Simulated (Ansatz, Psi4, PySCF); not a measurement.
BrCl, charge -1, doublet, at the geometry of the source list (a state made from the parent by changing its charge; the spin is typed, not shown lowest) (in this run its highest filled SCF level lies above zero, so its values depend strongly on the basis, on diffuse functions most of all), atoms displaced at random by about 0.08 Å a coordinate. Base run: PySCF with PBE0/STO-3G, gradient.

Here is a job for PySCF.
```python
from pyscf import gto, scf, dft

mol = gto.M(
    atom='''
Cl    1.176011   -0.021700    0.012359
Br   -0.789141   -0.053146   -0.143691
''',
    basis='sto-3g',
    charge=-1,
    spin=1,
    verbose=4,
)

mf = dft.UKS(mol)
mf.xc = 'pbe0'
mf.kernel()
g = mf.nuc_grad_method()
grad = g.kernel()
```

Programs used: Ansatz (an electronic-structure program), Psi4, PySCF; a row that names a program was run with it.

The coordinate followed is y of atom 1.

Variants of this job, named by their change:

```csv
change,dE/dx (Eh/bohr),net force (Eh/bohr)
base,-0.006314,0.000038
conv_tol = 1e-4,-0.006314,0.000038
grids.level = 0; grid_response = on,-0.006679,0.000000
density fitting = on,-0.006313,0.000038
grids.level = 5; grid_response = off,-0.006330,0.000005
code = ansatz,-0.006330,0.000000
grids.level = 5; grid_response = on,-0.006326,0.000000
conv_tol = 1e-6,-0.006314,0.000038
code = psi4,-0.006330,0.000229
grids.level = 1; grid_response = off,-0.006413,0.000338
conv_tol = 1e-11,-0.006314,0.000038
finite difference step (bohr) = 1e-5; conv_tol = 1e-11,-0.006340,-
```

The net force is zero for an exact gradient.

Open shells are given as the SCF converged; they aren't shown to be the lowest states, and a large step between rows can be another state.
